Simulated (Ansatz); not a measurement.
Molecule: C₆H₁₁, net charge 0, doublet state. It need not be the lowest isomer of its formula. 
Structure (B3LYP-D3(BJ)/def2-TZVP (Ansatz, an electronic-structure program) minimum search):
```xyz
17

C      2.8743    -0.0978    -0.0176
C      1.5554     0.1454    -0.7622
C      0.5412     0.8202     0.0573
C     -0.6308     0.6158     0.6000
C     -1.4549    -0.6500     0.4751
C     -2.7985    -0.3999    -0.2128
H      2.7118    -0.7237     0.8608
H      3.5965    -0.5958    -0.6667
H      3.3079     0.8450     0.3180
H      1.7498     0.7375    -1.6624
H      1.1516    -0.8164    -1.1155
H     -1.0924     1.4116     1.1849
H     -1.6314    -1.0537     1.4776
H     -0.8900    -1.4072    -0.0723
H     -3.3795     0.3521     0.3257
H     -2.6512    -0.0379    -1.2318
H     -3.3934    -1.3145    -0.2573
```
Charge 0, spin multiplicity 2.

Total electronic energies in hartree. Cores are frozen in the correlated levels unless marked. UHF or UKS for open shells. Spin-orbit coupling is left out. Non-relativistic unless marked X2C. Basis-set limits of correlation are two-point, X^-3; Hartree-Fock from the larger set. The bracket is a focal-point correction in the basis named.

The UHF reference is spin-contaminated (<S^2> 0.15 over the pure value in the largest basis). 

| level | program | energy (Eh) |
|---|---|---|
| HF/cc-pVDZ | Ansatz | -233.55745 |
| HF/cc-pVQZ | Ansatz | -233.63574 |
| RI-HF/cc-pVTZ | Ansatz | -233.62094 |
| revPBE-D3(BJ)/def2-TZVPD | Ansatz + dftd3 | -235.21246 |
| r2SCAN/def2-TZVPD | Ansatz | -235.10351 |
| B97M-V/def2-TZVPD | Ansatz | -235.25705 |
| B3LYP/def2-TZVPD | Ansatz | -235.26546 |
| PBE0/def2-TZVP | Ansatz | -234.95709 |
| PBE0/def2-QZVPP | Ansatz | -234.97382 |
| HSE06-D3(BJ)/def2-TZVPD | Ansatz + dftd3 | -234.95070 |
| HSE06-D4/def2-TZVPD | Ansatz + dftd4 | -234.95179 |
| HSE06/def2-TZVPD | Ansatz | -234.94285 |
| LC-wPBE-D3(BJ)/def2-TZVPD | Ansatz + dftd3 | -235.11013 |
| B2PLYP-D3(BJ)/def2-TZVPD | Ansatz + dftd3 | -235.02446 |
| PBE-QIDH/def2-TZVPD | Ansatz | -234.91249 |
| RI-MP2/cc-pVTZ | Ansatz | -234.60458 |
| RI-MP2/cc-pVQZ | Ansatz | -234.68069 |
| CCSD/cc-pVTZ | Ansatz | -234.67684 |
| CCSD(T)/cc-pVTZ | Ansatz | -234.72096 |
| CCSD(T)/cc-pwCVTZ | Ansatz | -234.73389 |
| X2C-CCSD(T)/cc-pVTZ-DK | Ansatz | -234.80904 |
| CCSD(T) with core electrons/cc-pwCVTZ | Ansatz | -235.02475 |
| RI-MP2/CBS(cc-pVTZ,cc-pVQZ)+[CCSD(T)-MP2]/cc-pVTZ | Ansatz | -234.8416 |

Totals of different functionals don't rank their quality; only differences between species are comparable.
